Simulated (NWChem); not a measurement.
System: C2H5BFNO; SMILES C/N=C/B(O)F

Here is an NWChem input.

```
start job
memory heap 200 mb stack 700 mb global 900 mb
geometry units angstroms noautoz
  C      0.063261     2.695787    -0.001057
  N     -0.377445     1.333417    -0.003768
  C      0.489785     0.402461     0.004770
  B      0.040425    -1.103337     0.000501
  O      0.981498    -2.069282    -0.001399
  F     -1.247287    -1.438098    -0.001200
  H     -0.367171     3.212874     0.872660
  H      1.165189     2.819634     0.011332
  H     -0.346750     3.209543    -0.886512
  H      1.578413     0.636558     0.014645
  H      0.603759    -2.956614    -0.004263
end
basis spherical
  * library def2-svp
end
dft
  xc xpbe96 cpbe96
  iterations 150
  mulliken
end
task dft energy
```

All runs use the structure optimised with PBE0/def2-SVP.

### Question
What results follow from this input? (PBE/def2-SVP.) Quantities: energy (Ha); highest occupied level (eV); orbital gap (eV); dipole (D).

### Answer
```yaml
energy (Ha): -333.35
highest occupied level (eV): -5.49
orbital gap (eV): 3.38
dipole (D): 1.20
```
